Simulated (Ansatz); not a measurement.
An input meant for Be4O4⁻ (charge -1, doublet).

```yaml
crystal:
  periodic: [false, false, false]
  atoms:
    - {symbol: Be, position_ang: [-1.689411, -0.142725, -0.200500]}
    - {symbol: Be, position_ang: [0.127204, -1.697026, 0.136417]}
    - {symbol: Be, position_ang: [-0.127205, 1.697020, -0.136407]}
    - {symbol: Be, position_ang: [1.689413, 0.142722, 0.200493]}
    - {symbol: O, position_ang: [-1.307987, -1.540329, -0.053498]}
    - {symbol: O, position_ang: [1.307947, 1.540351, 0.053812]}
    - {symbol: O, position_ang: [-1.520972, 1.301352, -0.282241]}
    - {symbol: O, position_ang: [1.521010, -1.301374, 0.281923]}
basis:
  gaussian: {orbitals: STO-3G, final_grid: {core_spheres: 5, valence_spheres: 4, degree: 11}}
total_charge: -1
magnetization: {spin_polarized: true, initial_magnetization: 1}
hamiltonian: {xc: {name: B2PLYP}, dispersion: d2}
scf: {omitted_lower_state_checks: [starts]}
output: {forces: true}
```

```sh
$ ansatz run in.yaml --threads 4 --pin off --events-out ev --progress --plain --max-ram 3916MiB
```

It prints (some lines left out):

```
Error: YAML parse error: error: line 16 column 47: hamiltonian.dispersion: `d2` is not `none`, `rvv10`, `d3bj`, `d3bjatm`, `d4` or a map `{method: …, s8: …, a1: …, a2_bohr: …}` (numbers without units, a2 in bohr) or `{method: …, functional: …}`
14 | total_charge: -1
15 | magnetization: {spin_polarized: true, initial_magnetization: 1}
16 | hamiltonian: {xc: {name: B2PLYP}, dispersion: d2}
17 | scf: {omitted_lower_state_checks: [starts]}
18 | output: {forces: true}
```

Something in this input is off. What?

The program holds no damping parameters for this pairing of functional and dispersion term, so they'd have to be typed. The input was rejected before any iteration.
